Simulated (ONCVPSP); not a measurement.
**u(r) = r·R(r): atom against pseudo-atom (Zn)**

Columns: radius, all-electron u(r) and pseudo u(r) of the 3p shell (level -83.40 eV) of zinc in the configuration [Ne] 3s2 3p6 3d10 4s2; PBE, scalar-relativistic, ONCV scheme, ONCVPSP 4.0.1.

```json
{"r (bohr)": "0.075", "all-electron": "-0.5444", "pseudo": "0.0520"}
{"r (bohr)": "0.150", "all-electron": "-0.6157", "pseudo": "0.2013"}
{"r (bohr)": "0.225", "all-electron": "-0.1800", "pseudo": "0.4228"}
{"r (bohr)": "0.300", "all-electron": "0.3641", "pseudo": "0.6719"}
{"r (bohr)": "0.375", "all-electron": "0.8091", "pseudo": "0.9085"}
{"r (bohr)": "0.450", "all-electron": "1.0981", "pseudo": "1.1051"}
{"r (bohr)": "0.525", "all-electron": "1.2419", "pseudo": "1.2337"}
{"r (bohr)": "0.600", "all-electron": "1.2766", "pseudo": "1.2746"}
{"r (bohr)": "0.675", "all-electron": "1.2378", "pseudo": "1.2378"}
{"r (bohr)": "0.750", "all-electron": "1.1555", "pseudo": "1.1555"}
{"r (bohr)": "0.825", "all-electron": "1.0509", "pseudo": "1.0509"}
{"r (bohr)": "0.900", "all-electron": "0.9381", "pseudo": "0.9381"}
{"r (bohr)": "0.975", "all-electron": "0.8260", "pseudo": "0.8260"}
{"r (bohr)": "1.050", "all-electron": "0.7198", "pseudo": "0.7198"}
{"r (bohr)": "1.125", "all-electron": "0.6223", "pseudo": "0.6223"}
{"r (bohr)": "1.200", "all-electron": "0.5348", "pseudo": "0.5348"}
{"r (bohr)": "1.275", "all-electron": "0.4573", "pseudo": "0.4573"}
{"r (bohr)": "1.350", "all-electron": "0.3895", "pseudo": "0.3895"}
{"r (bohr)": "1.425", "all-electron": "0.3307", "pseudo": "0.3307"}
{"r (bohr)": "1.500", "all-electron": "0.2800", "pseudo": "0.2800"}
{"r (bohr)": "1.575", "all-electron": "0.2366", "pseudo": "0.2366"}
{"r (bohr)": "1.650", "all-electron": "0.1995", "pseudo": "0.1995"}
{"r (bohr)": "1.725", "all-electron": "0.1680", "pseudo": "0.1680"}
{"r (bohr)": "1.800", "all-electron": "0.1413", "pseudo": "0.1413"}
{"r (bohr)": "1.875", "all-electron": "0.1187", "pseudo": "0.1187"}
{"r (bohr)": "1.950", "all-electron": "0.0997", "pseudo": "0.0997"}
```

Question: How many radial nodes do the two functions have?

Answer: The all-electron 3p function has n − l − 1 = 1; the pseudo-wave has 0, since the states of the same l below it are removed with the core.

Question: At about which radius was the pseudo-wave matched?

Answer: 0.70 bohr, where the columns begin to agree (steps of 0.07 bohr).

Question: Is the pseudo-wave norm-conserving?

Answer: Yes: the ONCV scheme keeps the norm inside the radius equal to the all-electron one, which fixes the energy derivative of the logarithmic derivative at the level.
